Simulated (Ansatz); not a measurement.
Conformers of Cl$_{2}$GeH$_{4}$Si (`Cl[SiH2][GeH2][Cl]`), each relaxed with PBE0-D4/def2-TZVP in Ansatz. CBS adds the triple-zeta coupled-cluster correction to the MP2 limit.

Outer-core shells of Ge are correlated without core-valence functions. Scalar relativity is left out up to krypton. Spin–orbit coupling is left out.

Not all of them had a frequency check.

Conformer A:

```xyz
8

Cl   -1.496    2.064    0.945
Si    0.227    1.147    0.286
Ge   -0.280   -1.113   -0.264
Cl    1.598   -1.955   -0.945
H     0.721    1.870   -0.909
H     1.235    1.200    1.371
H    -1.275   -1.257   -1.423
H    -0.731   -1.955    0.939
```

Conformer B:

```xyz
8

Cl   -1.351    0.103   -2.230
Si    0.055   -0.719   -0.980
Ge   -0.004    0.447    1.098
Cl    0.575    2.485    0.664
H    -0.270   -2.155   -0.785
H     1.391   -0.582   -1.606
H    -1.407    0.510    1.718
H     1.011   -0.088    2.122
```

(1) Which is lowest in electronic energy at CCSD(T)/CBS (frozen core, def2 sets), and by how much? (Best estimate.)

(2) Give the energies relative to A (kJ/mol) with PBE-D4/def2-TZVPP, r2SCAN-D4/def2-TZVPP, B2PLYP/def2-TZVPP, PBE/def2-TZVPP, CCSD(T)/def2-TZVPP, HF/def2-QZVPP, CCSD/CBS(def2). (Best estimate.)

Answers

(1) Computed: A; B lies 2.4 kJ/mol higher.

(2) Computed: 
| level | B |
| --- | --- |
| PBE-D4/def2-TZVPP | 2.3 |
| r2SCAN-D4/def2-TZVPP | 2.3 |
| B2PLYP/def2-TZVPP | 2.9 |
| PBE/def2-TZVPP | 2.9 |
| CCSD(T)/def2-TZVPP | 2.3 |
| HF/def2-QZVPP | 3.3 |
| CCSD/CBS(def2) | 2.5 |
